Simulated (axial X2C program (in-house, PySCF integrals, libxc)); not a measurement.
The numbers below are computed, except where a source is named.
**PdI: input and output of an open-shell CI run**

Program: an axial X2C code built on PySCF integrals.

Input and command:
```json
{"zs": [46, 53], "q": 0, "bas": ["dyall-v3z", "dyall-v3z"], "r0": 2.53, "metal": 0, "shells": [[2, [0, 1, 2], 8], [0, [0], 1], [1, [1], 0]], "fix": 0, "emax": 3.2, "nroots": 4}
```
```bash
python soci.py task.json out
```

Keys: zs atomic numbers; q charge; bas basis sets; r0 starting distance in Å; metal index of the metal atom; shells open shells as [l, |m| values, electrons]; fix electron count of the first shell held; emax energy window in eV; nroots roots for each Ω.

Output at R = 2.704 Å:

```
average of configuration d8 s1 p(π)0
basis functions 221  fitting functions 1197
iter      average energy  largest gradient
   1     -12150.252113523   2.57e+00
   2     -12150.428869879   2.75e-02
   3     -12150.429616188   1.32e-02
   4     -12150.429670906   1.66e-03
   5     -12150.429687260   1.15e-03
   6     -12150.429688092   8.24e-05
   7     -12150.429688321   1.53e-04
   8     -12150.429688375   1.42e-05
converged
CI levels
2*Omega        energy/Eh    cm-1   g(par)  dipole/D  leading shell counts
    5    -12150.51519681        0   6.002   -5.743  {'9 0 0': 0.936, '8 1 0': 0.041}
    3    -12150.50948570     1253   2.835   -5.715  {'9 0 0': 0.945, '8 1 0': 0.035}
    1    -12150.50802504     1574   0.895   -5.759  {'9 0 0': 0.967}
    3    -12150.49739858     3906   3.162   -5.572  {'9 0 0': 0.944, '8 1 0': 0.037}
    5    -12150.49083033     5348   6.836   -2.969  {'8 1 0': 0.996}
    3    -12150.49034757     5454   3.686   -2.949  {'8 1 0': 0.996}
    7    -12150.49031784     5460   9.885   -3.034  {'8 1 0': 0.996}
    1    -12150.48952976     5633   0.967   -2.972  {'8 1 0': 0.986}
    1    -12150.48706215     6175   1.121   -5.039  {'9 0 0': 0.925, '8 1 0': 0.053}
    1    -12150.48250897     7174   1.654   -2.878  {'8 1 0': 0.984}
    9    -12150.48214646     7254  11.996   -3.157  {'8 1 0': 0.997}
    5    -12150.48176466     7338   6.938   -2.766  {'8 1 0': 0.995}
    3    -12150.48113157     7476   3.717   -2.926  {'8 1 0': 0.992}
    7    -12150.47556274     8699   8.092   -3.128  {'8 1 0': 0.997}
    5    -12150.46817255    10321   4.224   -3.162  {'8 1 0': 0.994}
    7    -12150.45437415    13349   8.018   -3.223  {'8 1 0': 0.993}
```

Dipoles in the output refer to the first atom as origin.

There is no dynamic correlation: spin–orbit spacings and, for f shells, spacings inside one term are the most reliable numbers, splittings between terms come out too wide, and energies between configurations are not reliable, so the lowest level need not be the ground state of the molecule. The lowest levels belong to d9, not to the averaged configuration, so orbitals and distance suit them less well. For d shells the ligand-field splittings (σ, π, δ) and their order can be off by a thousand cm⁻¹ or more. At most 4 roots were kept for each Ω > 0 (twice that for Ω = 0) within 3.2 eV of the lowest, so higher up levels can be missing between those listed; levels with Ω > 0 are doubly degenerate and listed once, Ω = 0 levels singly. Some active spinors are only partly of the character that their shell is named for, so the shell names and counts are nominal. States that fill the shells left empty in the average are placed too high.
